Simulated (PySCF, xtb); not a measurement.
F4H2SSi2, SMILES [SiH2](F)S[Si](F)(F)F.

GFN2-xTB (xtb 6.7.1) at its own geometry gives an orbital gap of 4.83 eV and a dipole moment of 3.28 D.

Coordinates come from a B3LYP-D3(BJ)/def2-SVP optimisation. The structure was generated by enumeration, and PubChem lists no compound with its InChIKey, so it may never have been made. Other conformers were not sampled.

### Question
What does PySCF with M06-2X/def2-TZVP give? (The exact figures need the calculation; the answer reports its results.)

### Answer
gap 10.17 eV (levels -9.97 and 0.20 eV), dipole 2.48 D.
